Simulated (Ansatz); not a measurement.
[GeH5]- (GeH₅⁻) was relaxed with PBE0-D4 (def2-TZVPD) in Ansatz in these states: charge -1 singlet, neutral doublet. The geometries follow in no particular order.

A:

| atom | x (Å) | y (Å) | z (Å) |
| --- | --- | --- | --- |
| Ge1 | 0.232 | -0.025 | 0.534 |
| H2 | -1.160 | 0.124 | -2.668 |
| H3 | 0.843 | -0.090 | 1.940 |
| H4 | 0.316 | -1.408 | -0.126 |
| H5 | -1.237 | 0.405 | 0.634 |
| H6 | 1.006 | 0.993 | -0.314 |

B:

```csv
atom,x (Å),y (Å),z (Å)
Ge1,0.000,0.000,0.000
H2,-0.130,0.977,-1.418
H3,0.131,-0.977,1.418
H4,-0.835,1.071,0.815
H5,1.578,0.111,-0.069
H6,-0.744,-1.182,-0.746
```

**Question.** Judge from the bond lengths which geometry belongs to which state (an estimate).

**Answer.** A is the neutral doublet (Ge1–H2 3.494 Å, Ge1–H3 1.535 Å, Ge1–H5 1.534 Å); B is the charge -1 singlet (Ge1–H2 1.727 Å, Ge1–H3 1.727 Å, Ge1–H5 1.584 Å).

At PBE0-D4/def2-TZVPD the highest occupied level of the charge -1 singlet lies above zero (up to 0.21 eV). By energy differences its removal costs 1.81 eV (vertical, to the charge 0 doublet, at PBE0-D4/def2-TZVPD); a positive level beside a positive removal energy at the same level points to self-interaction error. The neutral doublet has come apart into loosely held pieces.
